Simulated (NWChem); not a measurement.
System: ZnIF; SMILES [F][Zn][I]

The following NWChem deck was run.

```
start job
memory heap 200 mb stack 900 mb global 1100 mb
geometry units angstroms noautosym nocenter noautoz
  Zn    -0.171559     1.123689     0.000000
  F     -0.421275     2.847997     0.000000
  I      0.174336    -1.260536     0.000000
end
basis spherical
  * library def2-svp
end
ecp
  I library def2-ecp
end
dft
  xc xwpbe 0.80 cpbe96 1.0 hfexch 1.00
  cam 0.2 cam_alpha 0.2 cam_beta 0.8
  iterations 150
end
tddft
  nroots 8
  notriplet
end
task tddft energy
```

Parts of the log:

```
             Northwest Computational Chemistry Package (NWChem) 7.3.0
             --------------------------------------------------------

                             Geometry "geometry" -> ""
                             -------------------------

 Output coordinates in angstroms (scale by  1.889725989 to convert to a.u.)

  No.       Tag          Charge          X              Y              Z
 ---- ---------------- ---------- -------------- -------------- --------------
    1 Zn                  30.0000    -0.17155900     1.12368900     0.00000000
    2 F                    9.0000    -0.42127500     2.84799700     0.00000000
    3 I                   53.0000     0.17433600    -1.26053600     0.00000000

 Effective nuclear repulsion energy (a.u.)     492.0506444153

 Summary of "ao basis" -> "ao basis" (spherical)
 ------------------------------------------------------------------------------
       Tag                 Description            Shells   Functions and Types
 ---------------- ------------------------------  ------  ---------------------
 Zn                         def2-svp                11       31   5s3p2d1f
 F                          def2-svp                 6       14   3s2p1d
 I                          def2-svp                10       26   4s4p2d

            General Information
            -------------------
          SCF calculation type: DFT
          Wavefunction type:  closed shell.
          No. of atoms     :     3
          No. of electrons :    64
           Alpha electrons :    32
            Beta electrons :    32
          Charge           :     0
          Spin multiplicity:     1
          Use of symmetry is: off; symmetry adaption is: off
          Maximum number of iterations: 150
          AO basis - number of functions:    71
                     number of shells:    27
          Convergence on energy requested:  1.00D-06
          Convergence on density requested:  1.00D-05
          Convergence on gradient requested:  5.00D-04

              XC Information
              --------------
                     Hartree-Fock (Exact) Exchange  1.000
                     LC-wPBE(h)Exchange Functional  0.800
            Perdew 1991 LDA Correlation Functional  1.000 local
           PerdewBurkeErnz. Correlation Functional  1.000 non-local

           Range-Separation Parameters
           ---------------------------
           Alpha           :  0.20
           Beta            :  0.80
           Gamma           :  0.20
           Short-Range HF  :     F

             Grid Information
             ----------------
          Grid used for XC integration:  medium
          Radial quadrature: Mura-Knowles
          Angular quadrature: Lebedev.
          Tag              B.-S. Rad. Rad. Pts. Rad. Cut. Ang. Pts.
          ---              ---------- --------- --------- ---------
          Zn                  1.35      112           9.0       590
          F                   0.50       49          11.0       434
          I                   1.40      123          10.0       590
          Grid pruning is: on
          Number of quadrature shells:   284
          Spatial weights used:  Erf1

      Superposition of Atomic Density Guess
      -------------------------------------

 Sum of atomic energies:       -2223.98111116

      Non-variational initial energy
      ------------------------------

 Total energy =   -2173.691689
 1-e energy   =   -3690.710080
 2-e energy   =    1241.595375
 HOMO         =      -0.357784
 LUMO         =      -0.065973

   convergence    iter        energy       DeltaE   RMS-Dens  Diis-err
 ---------------- ----- ----------------- --------- --------- ---------
 d= 0,ls=0.0,diis     1  -2176.2878633830 -2.45D+03  1.88D-02  6.70D-01
 d= 0,ls=0.0,diis     2  -2176.2744119170  1.35D-02  7.91D-03  1.23D+00
 d= 0,ls=0.0,diis     3  -2176.3736154918 -9.92D-02  1.21D-03  6.46D-03
 d= 0,ls=0.0,diis     4  -2176.3743588020 -7.43D-04  3.98D-04  1.60D-03
 d= 0,ls=0.0,diis     5  -2176.3745124978 -1.54D-04  1.43D-04  2.87D-04
  Resetting Diis
 d= 0,ls=0.0,diis     6  -2176.3745331891 -2.07D-05  7.04D-05  9.93D-06
 d= 0,ls=0.0,diis     7  -2176.3745357068 -2.52D-06  1.81D-05  8.23D-07
 d= 0,ls=0.0,diis     8  -2176.3745357866 -7.98D-08  6.42D-06  6.69D-07

         Total DFT energy =    -2176.374535786568
      One electron energy =    -3688.772297379514
           Coulomb energy =     1340.610130707217
    Exchange-Corr. energy =     -103.635385088681
 Nuclear repulsion energy =      275.423015974410

 Numeric. integr. density =       64.000003280725

                       DFT Final Molecular Orbital Analysis
                       ------------------------------------

 Vector   30  Occ=2.000000D+00  E=-4.233823D-01
              MO Center=  5.6D-02, -4.5D-01,  2.8D-09, r^2= 3.8D+00
   Bfn.  Coefficient  Atom+Function         Bfn.  Coefficient  Atom+Function
  ----- ------------  ---------------      ----- ------------  ---------------
    57      0.497285  3 I  py                60      0.325235  3 I  py
     4      0.255546  1 Zn s                 13     -0.250085  1 Zn py
    36     -0.247193  2 F  py                54     -0.203380  3 I  py
    51     -0.166042  3 I  py                39      0.162017  2 F  py
    48     -0.162437  3 I  s                  3     -0.139643  1 Zn s

 Vector   31  Occ=2.000000D+00  E=-3.601378D-01
              MO Center=  1.5D-01, -1.1D+00, -1.5D-06, r^2= 2.3D+00
   Bfn.  Coefficient  Atom+Function         Bfn.  Coefficient  Atom+Function
  ----- ------------  ---------------      ----- ------------  ---------------
    58      0.551519  3 I  pz                61      0.502342  3 I  pz
    55     -0.224988  3 I  pz                56      0.220929  3 I  px
    59      0.201230  3 I  px                52     -0.182435  3 I  pz
    16      0.093946  1 Zn d -1              53     -0.090126  3 I  px
    37      0.078337  2 F  pz                50     -0.073080  3 I  px

 Vector   32  Occ=2.000000D+00  E=-3.601378D-01
              MO Center=  1.5D-01, -1.1D+00,  1.5D-06, r^2= 2.3D+00
   Bfn.  Coefficient  Atom+Function         Bfn.  Coefficient  Atom+Function
  ----- ------------  ---------------      ----- ------------  ---------------
    56      0.545801  3 I  px                59      0.497135  3 I  px
    53     -0.222656  3 I  px                58     -0.223243  3 I  pz
    61     -0.203338  3 I  pz                50     -0.180544  3 I  px
    15      0.091017  1 Zn d -2              55      0.091070  3 I  pz
    57      0.079207  3 I  py                35      0.077531  2 F  px

[...]

                                NWChem TDDFT Module
                                -------------------

            General Information
            -------------------
           No. of orbitals :     142
            Alpha orbitals :      71
             Beta orbitals :      71
        Alpha frozen cores :       0
         Beta frozen cores :       0
     Alpha frozen virtuals :       0
      Beta frozen virtuals :       0
         Spin multiplicity :       1
    Number of AO functions :      71
        Use of symmetry is : off
      Symmetry adaption is : off
         Schwarz screening :  0.10D-07

              XC Information
              --------------
              Hartree-Fock (Exact) Exchange   1.00
              LC-wPBE(h)Exchange Functional   0.80
     Perdew 1991 LDA Correlation Functional   1.00 local
    PerdewBurkeErnz. Correlation Functional   1.00 non-local
           Alpha           :  0.20
           Beta            :  0.80
           Gamma           :  0.20

             TDDFT Information
             -----------------
          Calculation type : TDDFT
         Wavefunction type : Restricted singlets
          No. of electrons :      64
           Alpha electrons :      32
            Beta electrons :      32
              No. of roots :       8
          Max subspacesize :    5600
            Max iterations :     100
               Target root :       1
           Target symmetry : none
      Symmetry restriction : off
                 Algorithm : Optimal
        Davidson threshold :  0.10D-03

    8 smallest eigenvalue differences (eV)
--------------------------------------------------------
  No. Spin  Occ  Vir  Irrep   E(Occ)    E(Vir)   E(Diff)
--------------------------------------------------------
    1    1   32   33 a        -0.360    -0.004     9.694
    2    1   31   33 a        -0.360    -0.004     9.694
    3    1   30   33 a        -0.423    -0.004    11.415
    4    1   29   33 a        -0.437    -0.004    11.782
    5    1   28   33 a        -0.437    -0.004    11.782
    6    1   32   34 a        -0.360     0.101    12.539
    7    1   31   34 a        -0.360     0.101    12.539
    8    1   32   35 a        -0.360     0.101    12.539
--------------------------------------------------------

  Entering Davidson iterations
  Restricted singlet excited states

  Iter   NTrls   NConv    DeltaV     DeltaE      Time
  ----  ------  ------  ---------  ---------  ---------
    1      8       0     0.25E+00   0.10+100        6.7
    2     24       0     0.11E+00   0.31E-01        8.7
    3     40       0     0.51E-01   0.37E-01        8.1
    4     56       0     0.68E-02   0.15E-02        7.7
    5     72       2     0.20E-02   0.30E-04       11.4
    6     84       5     0.93E-03   0.29E-05        9.0
    7     90       4     0.35E-03   0.46E-06       10.0
    8     97       8     0.73E-04   0.25E-07       10.6
  ----  ------  ------  ---------  ---------  ---------
  Convergence criterion met

  Ground state a       -2176.374535786568 a.u.

  ----------------------------------------------------------------------------
  Root   1 singlet a              0.190812869 a.u.                5.1923 eV
  ----------------------------------------------------------------------------
     Transition Moments    X  0.11944   Y  0.01729   Z -0.28578
     Dipole Oscillator Strength                    0.0122421322
     Electric Quadrupole                           0.0000000155
     Magnetic Dipole                               0.0000000010
     Total Oscillator Strength                     0.0122421488

     Occ.   31  a   ---  Virt.   33  a    0.70029 X
     Occ.   31  a   ---  Virt.   36  a    0.08912 X
     Occ.   32  a   ---  Virt.   33  a   -0.69862 X
     Occ.   32  a   ---  Virt.   36  a   -0.08891 X
  ----------------------------------------------------------------------------
  Root   2 singlet a              0.190812871 a.u.                5.1923 eV
  ----------------------------------------------------------------------------
     Transition Moments    X -0.28283   Y -0.04095   Z -0.12069
     Dipole Oscillator Strength                    0.0122421309
     Electric Quadrupole                           0.0000000155
     Magnetic Dipole                               0.0000000010
     Total Oscillator Strength                     0.0122421475

     Occ.   31  a   ---  Virt.   33  a    0.69862 X
     Occ.   31  a   ---  Virt.   36  a    0.08891 X
     Occ.   32  a   ---  Virt.   33  a    0.70029 X
     Occ.   32  a   ---  Virt.   36  a    0.08912 X
  ----------------------------------------------------------------------------
  Root   3 singlet a              0.250693922 a.u.                6.8217 eV
  ----------------------------------------------------------------------------
     Transition Moments    X -0.32835   Y -0.04735   Z  0.00329
     Dipole Oscillator Strength                    0.0183951426
     Electric Quadrupole                           0.0000001216
     Magnetic Dipole                               0.0000006281
     Total Oscillator Strength                     0.0183958922

     Occ.   28  a   ---  Virt.   33  a   -0.98946 X
     Occ.   28  a   ---  Virt.   37  a   -0.11220 X
  ----------------------------------------------------------------------------
  Root   4 singlet a              0.250693922 a.u.                6.8217 eV
  ----------------------------------------------------------------------------
     Transition Moments    X -0.00325   Y -0.00047   Z -0.33174
     Dipole Oscillator Strength                    0.0183951255
     Electric Quadrupole                           0.0000001216
     Magnetic Dipole                               0.0000006281
     Total Oscillator Strength                     0.0183958751

     Occ.   29  a   ---  Virt.   33  a   -0.98946 X
     Occ.   29  a   ---  Virt.   37  a   -0.11220 X
  ----------------------------------------------------------------------------
  Root   5 singlet a              0.268384512 a.u.                7.3031 eV
  ----------------------------------------------------------------------------
     Transition Moments    X  0.14491   Y -0.99842   Z -0.00000
     Dipole Oscillator Strength                    0.1821134922
     Electric Quadrupole                           0.0000000321
     Magnetic Dipole                               0.0000000001
     Total Oscillator Strength                     0.1821135244

     Occ.   28  a   ---  Virt.   35  a   -0.06489 X
     Occ.   29  a   ---  Virt.   34  a   -0.06489 X
     Occ.   30  a   ---  Virt.   33  a    0.86098 X
     Occ.   31  a   ---  Virt.   34  a   -0.33304 X
     Occ.   31  a   ---  Virt.   35  a   -0.10562 X
     Occ.   32  a   ---  Virt.   34  a    0.10562 X
     Occ.   32  a   ---  Virt.   35  a   -0.33304 X
  ----------------------------------------------------------------------------
  Root   6 singlet a              0.289973971 a.u.                7.8906 eV
  ----------------------------------------------------------------------------
     Transition Moments    X  0.00000   Y -0.00000   Z  0.00008
     Dipole Oscillator Strength                    0.0000000012
     Electric Quadrupole                           0.0000000000
     Magnetic Dipole                               0.0000000000
     Total Oscillator Strength                     0.0000000012

     Occ.   31  a   ---  Virt.   34  a    0.21323 X
     Occ.   31  a   ---  Virt.   35  a   -0.67236 X
     Occ.   32  a   ---  Virt.   34  a    0.67236 X
     Occ.   32  a   ---  Virt.   35  a    0.21323 X
  ----------------------------------------------------------------------------
  Root   7 singlet a              0.291658680 a.u.                7.9364 eV
  ----------------------------------------------------------------------------
     Transition Moments    X  0.00000   Y  0.00000   Z -0.00006
     Dipole Oscillator Strength                    0.0000000007
     Electric Quadrupole                           0.0000000011
     Magnetic Dipole                               0.0000000000
     Total Oscillator Strength                     0.0000000017

     Occ.   31  a   ---  Virt.   34  a    0.32716 X
     Occ.   31  a   ---  Virt.   35  a    0.62507 X
     Occ.   32  a   ---  Virt.   34  a    0.62507 X
     Occ.   32  a   ---  Virt.   35  a   -0.32716 X
  ----------------------------------------------------------------------------
  Root   8 singlet a              0.291658694 a.u.                7.9364 eV
  ----------------------------------------------------------------------------
     Transition Moments    X -0.00006   Y -0.00001   Z -0.00000
     Dipole Oscillator Strength                    0.0000000007
     Electric Quadrupole                           0.0000000011
     Magnetic Dipole                               0.0000000000
     Total Oscillator Strength                     0.0000000017

     Occ.   31  a   ---  Virt.   34  a   -0.62507 X
     Occ.   31  a   ---  Virt.   35  a    0.32716 X
     Occ.   32  a   ---  Virt.   34  a    0.32716 X
     Occ.   32  a   ---  Virt.   35  a    0.62507 X

              Target root =      1
          Target symmetry = none
      Ground state energy =  -2176.374535786568
        Excitation energy =      0.190812868960
     Excited state energy =  -2176.183722917608

  stored tddft:energy   -2176.1837229176081
```

Level: LRC-wPBEh/def2-SVP with def2 effective core potentials on I, full TDDFT. Coordinates come from a PBE0/def2-SVP optimisation. def2 effective core potentials on I; no spin-orbit coupling.
